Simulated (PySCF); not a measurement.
C2H4NO, SMILES CC([NH])=O, multiplicity 2. Atoms are numbered in the order given.

```xyz
8

C     -1.3379    -0.3629     0.1851
C      0.0865     0.0588    -0.0673
N      1.0577    -0.6013     0.6703
O      0.4013     0.9921    -0.7933
H     -2.0146     0.1927    -0.4762
H     -1.4458    -1.4458     0.0178
H     -1.5947    -0.1687     1.2378
H      1.9492    -0.4808     0.1675
```
Charge 0, spin multiplicity 2.

Geometry optimised at ωB97X-D3(BJ)/def2-SVP. The isomer is the one that the SMILES or the coordinates give; other isomers of the formula were not compared. One conformer was computed; it need not be the lowest.

These are PySCF with B3LYP/pcH-1 values and carry that method's errors.

Unrestricted Kohn–Sham, ⟨S²⟩ = 0.766. Hyperfine tensors hold the contact and dipolar terms, without spin-orbit corrections.

Computed hyperfine couplings:
```tsv
nucleus	A(iso) (MHz)	A(iso) (G)	dipolar principal values (MHz)
13C no. 1	-4.5	-1.6	-1.7, 0.1, 1.5
13C no. 2	-37.0	-13.2	-19.2, 5.3, 14.0
14N no. 3	26.2	9.3	-38.0, -37.2, 75.2
17O no. 4	-19.7	-7.0	-99.6, 46.2, 53.4
1H no. 5	3.4	1.2	-2.4, -1.0, 3.4
1H no. 6	6.6	2.4	-3.4, -2.4, 5.8
1H no. 7	-12.2	-4.4	-2.9, -2.1, 5.0
1H no. 8	-40.3	-14.4	-42.2, -11.4, 53.6
```

And the g tensor (effective nuclear charges for spin-orbit coupling, GIAO)? (Estimate from the structure and the level; the computed values follow.)

principal values 2.0024, 2.0047, 2.0129; isotropic 2.0067.
